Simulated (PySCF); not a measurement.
Molfile (atoms numbered from 1):
```
C4H7FO3S
     RDKit          3D

 16 16  0  0  0  0  0  0  0  0999 V2000
   -2.1392    0.0729    0.1033 C   0  0  0  0  0  0  0  0  0  0  0  0
   -0.9672   -0.7155    0.6737 C   0  0  0  0  0  0  0  0  0  0  0  0
    0.3517   -0.3954   -0.0203 C   0  0  1  0  0  0  0  0  0  0  0  0
    0.2354   -0.7578   -1.3708 F   0  0  0  0  0  0  0  0  0  0  0  0
    0.7813    1.0923   -0.0075 C   0  0  0  0  0  0  0  0  0  0  0  0
    2.1722    1.1102    0.0970 O   0  0  0  0  0  0  0  0  0  0  0  0
    2.8662   -0.4172    0.0433 S   0  0  0  0  0  4  0  0  0  0  0  0
    3.7745   -0.5463    1.1282 O   0  0  0  0  0  0  0  0  0  0  0  0
    1.3825   -1.1135    0.5090 O   0  0  0  0  0  0  0  0  0  0  0  0
   -2.2182   -0.0934   -0.9678 H   0  0  0  0  0  0  0  0  0  0  0  0
   -2.0215    1.1384    0.2840 H   0  0  0  0  0  0  0  0  0  0  0  0
   -3.0615   -0.2574    0.5731 H   0  0  0  0  0  0  0  0  0  0  0  0
   -0.8366   -0.5136    1.7371 H   0  0  0  0  0  0  0  0  0  0  0  0
   -1.1377   -1.7862    0.5487 H   0  0  0  0  0  0  0  0  0  0  0  0
    0.4562    1.5804   -0.9315 H   0  0  0  0  0  0  0  0  0  0  0  0
    0.3540    1.6110    0.8566 H   0  0  0  0  0  0  0  0  0  0  0  0
  1  2  1  0
  2  3  1  0
  3  4  1  6
  3  5  1  0
  5  6  1  0
  7  6  1  1
  7  8  2  0
  7  9  1  0
  9  3  1  0
  1 10  1  0
  1 11  1  0
  1 12  1  0
  2 13  1  0
  2 14  1  0
  5 15  1  0
  5 16  1  0
M  END
```

Geometry: GFN2-xTB; GIAO absolute shieldings from PySCF 2.14, gas phase, non-relativistic, averaged over equivalent atoms.

At BHandHLYP/6-31G (99 basis functions, 12 s wall time on 1 thread of an Arm Neoverse V2, shared host):
```json
{"atoms": "C3", "σ (ppm)": "86.1"}
{"atoms": "C5", "σ (ppm)": "128.7"}
{"atoms": "C2", "σ (ppm)": "170.2"}
{"atoms": "C1", "σ (ppm)": "192.0"}
{"atoms": "F4", "σ (ppm)": "309.9"}
{"atoms": "O8", "σ (ppm)": "21.2"}
{"atoms": "O9", "σ (ppm)": "94.0"}
{"atoms": "O6", "σ (ppm)": "169.5"}
{"atoms": "S7", "σ (ppm)": "9.1"}
{"atoms": "H15", "σ (ppm)": "28.38"}
{"atoms": "H16", "σ (ppm)": "28.48"}
{"atoms": "H14", "σ (ppm)": "30.72"}
{"atoms": "H13", "σ (ppm)": "31.37"}
{"atoms": "H10/H11/H12", "σ (ppm)": "32.07"}
```

Predict the values at PBE0/pcSseg-1 on the same geometry.

## Answers


```tsv
atoms	σ at PBE0/pcSseg-1	change
C3	65.6	-20.5
C5	109.0	-19.7
C2	153.0	-17.2
C1	177.1	-14.9
F4	280.8	-29.1
O8	35.4	+14.2
O9	65.7	-28.3
O6	154.8	-14.7
S7	-82.4	-91.5
H15	27.10	-1.28
H16	27.17	-1.31
H14	29.30	-1.42
H13	29.94	-1.43
H10/H11/H12	30.59	-1.48
```

The largest change is at S7 (sulfur bonded to 3 O, in a 5-membered ring). Cost: 195 basis functions, 53 s wall time on 1 thread of an Arm Neoverse N1, shared host. The order of the carbon signals is the same at both levels.
